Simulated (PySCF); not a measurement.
Results of a calculation; reference values are marked as such.
AlSi2H6O4

The system: AlSi2H6O4, a small molecule (built as: end group OO); neutral, doublet. The structure, one conformer, was relaxed in the gas phase by PBE0-D3(BJ)/def2-SVP. No frequency run checks that it is a minimum.

SMILES: [O][O][Al]([O][SiH3])[O][SiH3]

```xyz
13

Si   -1.817   -2.140   -0.861
O    -0.487   -1.391   -0.239
Al    0.805   -0.511    0.368
O     0.890    1.163    0.406
Si    0.775    2.806    0.379
O     2.443   -1.389    0.398
O     1.874   -1.391    1.609
H    -1.582   -2.489   -2.294
H    -2.103   -3.390   -0.096
H    -3.004   -1.238   -0.772
H     1.192    3.369    1.698
H     1.658    3.362   -0.690
H    -0.634    3.221    0.102
```
Atom numbers follow the order of the file, from 1.

EPR values by unrestricted B3LYP, IGLO-III on Al O Si, pcH-1 on H.

**Question.** Predict g and the largest hyperfine couplings. Where does the spin sit?

**Answer.** g = 2.0021, 2.0090, 2.0300. The spin sits on O7 (51 %, bonded to 1 Al + 1 O), O6 (51 %, bonded to 1 Al + 1 O) by Mulliken populations.
```tsv
atom	isotope	isotropic (MHz)	dipolar, principal values (MHz)
O7	17O	-42.6	-177.2, 86.5, 90.7
O6	17O	-42.6	-177.2, 86.5, 90.6
Al3	27Al	-19.7	-2.7, -1.4, 4.1
O4	17O	1.8	-0.7, 0.0, 0.7
O2	17O	1.7	-0.7, 0.0, 0.7
H9	1H	0.1	-0.7, -0.6, 1.3
```

**Question.** How do the isotropic couplings move with BHandHLYP?

**Answer.** O7 -42.6 to -71.1 MHz, O6 -42.6 to -71.0 MHz, Al3 -19.7 to -21.8 MHz, O4 1.8 to 2.7 MHz.

The 2 runs behind this took 4.3 min in all, one thread each of Arm Neoverse V2 on a shared host, launched as `OMP_NUM_THREADS=1 python cluster_run.py task.json out`.
